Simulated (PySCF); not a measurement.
Species: C5H7B2Cl2N.
Geometry (PBE0-D3(BJ)/def2-SVP, Å), atoms numbered from 1 in this order:
```xyz
17
C5H7B2Cl2N angstrom
Cl     4.9522    1.2249   -1.0718
B      3.2654    0.8470   -0.7259
Cl     2.8776   -0.8938   -0.6405
B      2.1142    2.0583   -0.4423
N      0.6752    1.4105   -0.3166
C     -0.1703    1.4228   -1.3572
C     -1.4027    0.7888   -1.3095
C     -1.7744    0.1185   -0.1470
C     -0.8891    0.1081    0.9279
C      0.3271    0.7611    0.8050
H      2.0820    2.8824   -1.3451
H      2.3793    2.5907    0.6313
H      0.1790    1.9661   -2.2361
H     -2.0586    0.8267   -2.1804
H     -2.7396   -0.3879   -0.0794
H     -1.1305   -0.4037    1.8606
H      1.0630    0.7857    1.6096
```

Level of theory: TDDFT wB97X-D/def2-SVPD, vertical, gas phase, core orbitals frozen in the response (PySCF 2.14.0, density-fitted response routines).

Transition dipole moments from the ground state, in atomic units and in the frame of the coordinates above (overall signs are arbitrary), for the states with f of 0.002 or more among the lowest 7:

| state | E (eV) | μx | μy | μz |
| --- | --- | --- | --- | --- |
| S1 | 4.627 | -1.176 | -0.253 | 0.086 |
| S2 | 4.888 | -0.004 | -0.032 | -0.158 |
| S3 | 5.235 | 0.022 | -0.121 | 0.126 |
| S4 | 5.613 | 0.072 | 0.096 | -0.092 |
| S5 | 5.851 | 0.105 | -0.173 | 0.751 |
| S6 | 6.251 | 0.227 | -0.070 | 0.092 |
| S7 | 6.386 | -0.313 | 0.045 | 0.090 |

What oscillator strength does each state have?

f = (2/3) ΔE |μ|² with ΔE in hartree (27.2114 eV).

```json
{"state": "S1", "|μ|² (au)": "1.455", "|μ| (D)": "3.07", "f": "0.165"}
{"state": "S2", "|μ|² (au)": "0.026", "|μ| (D)": "0.41", "f": "0.003"}
{"state": "S3", "|μ|² (au)": "0.031", "|μ| (D)": "0.45", "f": "0.004"}
{"state": "S4", "|μ|² (au)": "0.023", "|μ| (D)": "0.38", "f": "0.003"}
{"state": "S5", "|μ|² (au)": "0.606", "|μ| (D)": "1.98", "f": "0.087"}
{"state": "S6", "|μ|² (au)": "0.065", "|μ| (D)": "0.65", "f": "0.010"}
{"state": "S7", "|μ|² (au)": "0.108", "|μ| (D)": "0.84", "f": "0.017"}
```

What angle do the transition dipoles of S1 and S5 make?

|cos θ| = |μa·μb| / (|μa| |μb|) = 0.02, so θ ≈ 89° (taken between 0 and 90°, since the signs are arbitrary).

What peak molar absorption coefficient would the strongest computed level give as a lone Gaussian band 0.5 eV wide at half height?

ε(max) = 2.175×10⁸ f / FWHM, with the width in cm⁻¹. S1: 2.175×10⁸ × 0.1650 / 4033 ≈ 8900 L mol⁻¹ cm⁻¹.

All these states lie below the vertical ionisation energy of 8.90 eV (ΔSCF).

One conformer stands for the species.
